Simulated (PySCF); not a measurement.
**Radial density of Pb⁶⁶⁺ (lead, charge +66)**

UHF, [Ne] 3s2 3p4, high-spin 3P determinant. Calculation: PySCF 2.14, in an uncontracted even-tempered set (16 s from 19 bohr⁻², ratio 2.5; 10 p from 25 bohr⁻², ratio 2.5; 4 d from 100 bohr⁻², ratio 2.7; 4 f from 150 bohr⁻², ratio 2.7); no relativity, point nucleus.

```
r (bohr)  4πr²ρ (e/bohr)  4πr²(ρα − ρβ)
0.000305          0.4397         0.0000
0.000512           1.202         0.0000
0.000862           3.212         0.0001
 0.00145           8.254         0.0005
 0.00244           19.86         0.0027
 0.00410           42.81         0.0170
 0.00690           76.88         0.1034
  0.0116           103.4         0.5513
  0.0195           97.85         2.2185
  0.0328           102.1         5.2112
  0.0552           129.1         3.3209
  0.0929           61.16         1.4460
   0.156           48.20        14.9616
   0.263           11.87         3.6418
   0.442          0.1184         0.0299
```

A non-relativistic calculation at this Z misses sizeable relativistic shifts. Spin-orbit coupling is strong in this species (close to jj coupling), so the high-spin LS determinant is a model state, not a physical level.
